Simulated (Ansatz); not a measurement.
The first iterations of a band of BClFH2N + H2 (8 atoms, charge 0, multiplicity 1).

Theory: Ansatz 0.2.0, RKS BLYP/def2-SVP.

* movable images: 7
* climbing image: yes
* spring: 0.1 eV/Å²
* optimiser: quadratic models (default)
* start path: through a guess of the saddle point
* force threshold: 0.05 eV/Å
* iteration limit: 60
* end points: relaxed

Image 0:

```xyz
8
Properties=species:S:1:pos:R:3
B -0.076 -0.332 -0.555
F 0.030 0.256 0.652
Cl 1.428 -0.839 -1.384
N -1.335 -0.538 -1.136
H -2.199 -0.253 -0.673
H -1.463 -0.980 -2.046
H 0.202 2.914 2.634
H 0.198 2.298 2.177
```

Image 8:

```xyz
8
Properties=species:S:1:pos:R:3
B 0.005 0.474 -0.520
F -0.175 0.457 2.357
Cl 1.556 -0.320 -0.895
N -1.216 -0.079 -0.900
H -1.302 -0.980 -1.375
H -2.109 0.361 -0.673
H 0.033 1.560 0.029
H -0.007 1.053 1.647
```

| iteration | highest image above the first end (eV) | largest band force component (eV/Å) |
| --- | --- | --- |
| 1 | 6.949 | 35.076 |
| 2 | 2.879 | 5.107 |
| 3 | 2.650 | 2.578 |
| 4 | 2.650 | 1.951 |
| 5 | 2.580 | 1.887 |
| 6 | 2.441 | 0.889 |
| 7 | 2.431 | 0.727 |
| 8 | 2.393 | 0.360 |

**Question.** Does the band converge within its limit, and where does its top end?

**Answer.** It converged. It ended after 26 iterations with the highest image 2.371 eV above the first end. The profile has 2 maxima (images 4, 6) with wells between them (image 5): this band takes more than one step, which may be the mechanism or a detour left from its start path. Neighbouring images differ by up to 2.1 eV, so the band resolves the path poorly. Another band between the same ends (7 images) ends at a top of the same energy, where a vibrational analysis finds 1 clearly imaginary mode. The orbitals stay closed-shell, which can raise the energy where a bond breaks towards radicals; this wasn't checked here.

Time of the run: 6.8 min on 1 thread of Arm Neoverse V1, on a shared host, peak memory 0.12 GiB.
